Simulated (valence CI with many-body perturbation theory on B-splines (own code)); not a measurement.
Ar VI: calculated level list

Computed by valence CI with perturbative core correlation (CI+MBPT): three valence electrons over a frozen Dirac-Fock core [Ne], a basis of 11 s, 11 p, 10 d, 8 f, 5 g, 2 h functions for each j, with the one-electron correlation potential Σ1 (screened to all orders), the two-electron term Σ2, the three-electron term Σ3, Breit, model QED; selected single and double excitations, second order for the rest, scaled by the run's own slope (own B-spline code, finite nucleus).

Set against measurement, 40 paired levels are off by 113 cm⁻¹ on average, the worst by 297. These come from a selection out of Saloman, J. Phys. Chem. Ref. Data 39, 033101 (2010). Levels without a partner in it may be off by more. 2 measured levels below the end of the list, from 525050 cm⁻¹ on, found no clear computed partner, and computed levels of the same name lie up to 11254 cm⁻¹ from them.

Levels 46 to 90 of 170, with energies above the lowest level, 3s2 3p 2P°_1/2. "Leading %" is the weight of the configuration and term that name the level; weights of strongly mixed levels are sums over their largest components and can fall short. In the jj column 3d3/2^4 stands for four electrons in 3d with j = 3/2. Lifetimes count E1, E2, E3, M1 and M2 decay at the calculated energies, and are blank where another channel may lead or the interval is too uncertain; long ones can be off by a factor of two.

```tsv
No.	Configuration	Term	J	E (cm⁻¹)	Leading %	Leading jj	g	Lifetime
46	3p2 3d	4F	3/2	444770	98	3p1/2 3p3/2 3d3/2 (40 %)	0.400	211 ps
47	3p2 3d	4F	5/2	445230	98	3p1/2 3p3/2 3d3/2 (55 %)	1.030	210 ps
48	3p2 3d	4F	7/2	445870	98	3p1/2 3p3/2 3d5/2 (57 %)	1.239	209 ps
49	3p2 3d	4F	9/2	446660	98	3p3/2^2 3d5/2 (59 %)	1.333	209 ps
50	3p2 3d	2P	3/2	452020	89	3p1/2 3p3/2 3d5/2 (46 %)	1.329	117 ps
51	3p2 3d	2P	1/2	453270	75	3p1/2 3p3/2 3d3/2 (55 %)	0.543	122 ps
52	3s 3p 4s	4P°	1/2	454070	98	3s 3p1/2 4s (89 %)	2.668	62.8 ps
53	3s2 4d	2D	3/2	454680	93	3s^2 4d3/2 (93 %)	0.802	179 ps
54	3s2 4d	2D	5/2	454730	93	3s^2 4d5/2 (93 %)	1.201	178 ps
55	3s 3p 4s	4P°	3/2	454840	98	3s 3p1/2 4s (58 %)	1.733	62.8 ps
56	3p2 3d	4D	3/2	455110	95	3p3/2^2 3d3/2 (34 %)	1.200	163 ps
57	3p2 3d	4D	1/2	455240	81	3p1/2 3p3/2 3d3/2 (43 %)	0.121	152 ps
58	3p2 3d	4D	5/2	455270	98	3p3/2^2 3d3/2 (29 %)	1.370	166 ps
59	3p2 3d	4D	7/2	455710	98	3p3/2^2 3d5/2 (46 %)	1.428	166 ps
60	3s 3p 4s	4P°	5/2	456240	98	3s 3p3/2 4s (98 %)	1.601	62.8 ps
61	3p2 3d	2G	7/2	460860	84	3p1/2 3p3/2 3d3/2 (48 %)	0.889	881 ps
62	3p2 3d	2G	9/2	461080	83	3p1/2 3p3/2 3d5/2 (50 %)	1.112	890 ps
63	3s 3p 4s	2P°	1/2	465650	95	3s 3p1/2 4s (71 %)	0.668	56.8 ps
64	3s 3p 4s	2P°	3/2	467140	95	3s 3p3/2 4s (85 %)	1.335	55.4 ps
65	3p2 3d	2D	5/2	477040	79	3p1/2 3p3/2 3d5/2 (55 %)	1.205	61.5 ps
66	3p2 3d	2D	3/2	477340	80	3p1/2 3p3/2 3d3/2 (31 %)	0.802	61.0 ps
67	3p2 3d	4P	5/2	482480	97	3p1/2 3p3/2 3d5/2 (44 %)	1.596	37.9 ps
68	3p2 3d	4P	3/2	482990	98	3p3/2^2 3d3/2 (31 %)	1.731	37.5 ps
69	3p2 3d	4P	1/2	483290	98	3p3/2^2 3d3/2 (51 %)	2.666	37.3 ps
70	3s2 4f	2F°	5/2	485390	93	3s^2 4f5/2 (93 %)	0.857	32.3 ps
71	3s2 4f	2F°	7/2	485390	93	3s^2 4f7/2 (93 %)	1.143	32.4 ps
72	3p2 3d	2P	1/2	494400	42	3p1/2 3p3/2 3d5/2 (28 %)	0.674	81.6 ps
73	3p2 3d	2P	3/2	495020	41	3p3/2^2 3d5/2 (19 %)	1.321	81.8 ps
74	3p2 3d	2S	1/2	499080	77	3p1/2 3p3/2 3d5/2 (27 %)	1.983	63.7 ps
75	3p2 3d	2D	3/2	499420	73	3p1/2^2 3d3/2 (27 %)	0.827	107 ps
76	3s 3p 4p	4D	1/2	499720	92	3s 3p1/2 4p1/2 (76 %)	0.043	175 ps
77	3s 3p 4p	4D	3/2	500280	92	3s 3p1/2 4p1/2 (40 %)	1.192	181 ps
78	3p2 3d	2D	5/2	501000	48	3p3/2^2 3d5/2 (36 %)	1.260	124 ps
79	3s 3p 4p	4D	5/2	501230	64	3s 3p3/2 4p1/2 (39 %)	1.313	152 ps
80	3s 3p 4p	4D	7/2	502410	98	3s 3p3/2 4p3/2 (98 %)	1.429	193 ps
81	3s 3p 4p	2P	1/2	502570	52	3s 3p3/2 4p3/2 (29 %)	0.642	72.4 ps
82	3s 3p 4p	2P	3/2	503040	51	3s 3p3/2 4p3/2 (24 %)	1.334	71.8 ps
83	3s 3p 4p	4P	1/2	505860	96	3s 3p1/2 4p1/2 (46 %)	2.662	180 ps
84	3s 3p 4p	4P	3/2	506320	92	3s 3p1/2 4p3/2 (50 %)	1.739	178 ps
85	3s 3p 4p	4P	5/2	507270	91	3s 3p3/2 4p3/2 (57 %)	1.564	150 ps
86	3p2 3d	2F	5/2	507310	76	3p1/2 3p3/2 3d5/2 (25 %)	0.892	38.6 ps
87	3p2 3d	2F	7/2	507750	81	3p1/2 3p3/2 3d5/2 (40 %)	1.143	37.2 ps
88	3s 3p 4p	4S	3/2	509430	94	3s 3p3/2 4p3/2 (41 %)	1.987	213 ps
89	3s2 5s	2S	1/2	509520	94	3s^2 5s (94 %)	2.004	77.2 ps
90	3s 3p 4s	2P°	1/2	513800	89	3s 3p3/2 4s (56 %)	0.666	39.3 ps
```

Names give the largest LS component (configuration and term), which can be under half, so a name can repeat, a term be missing and a line seem to break the LS rules; names also repeat where a configuration has a term twice.

Where two levels of one J and parity lie close, their mixing, g and order are uncertain.
